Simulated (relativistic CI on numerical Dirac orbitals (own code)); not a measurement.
Computed by Dirac-Coulomb-Breit CI, KLI orbitals optimised for each configuration, model QED, unscaled Slater integrals (own radial code, finite nucleus).

The strongest absorption lines from the ground level of an ion, among the configurations computed and to levels below about 271 eV (vacuum wavelength in nm, gf): 5.2864 (0.39), 5.4114 (0.29), 5.5083 (0.15), 5.5302 (0.38), 5.5937 (0.23), 5.7294 (0.13), 5.8061 (0.18), 5.9388 (0.12).

(1) Which ion is it?
A. Hg XXXIX
B. Ir XXXVI
C. Hg XXXVII
D. Hg XLI

## Answers

(1) A. Hg XXXIX has 42 electrons and the ground level 4s2 4p6 4d6 3F_4; the strongest line goes to 4s2 4p6 4d5 4f 3I°_5. The pattern of lines fixes the number of electrons, and along that sequence the line energies rise steadily with the charge (about as its square where n changes within one kind of shell, about linearly where n is kept but much faster in heavy ions where fine structure, which grows about as Z⁴, sets the gap, and irregularly where shells cross), which fixes Z. Configurations outside the model, such as inner-shell arrays, can give stronger lines. At this charge energies of transitions that change n are usually good to better than 1 %, and those within a shell (Δn = 0) to a few per cent. Terms inside the open d or f shell come out 10 to 20 % too wide with unscaled integrals.

LS names give the leading component of a level, which can be under half, so a name can repeat, a term be missing and a line seem to break the LS rules.
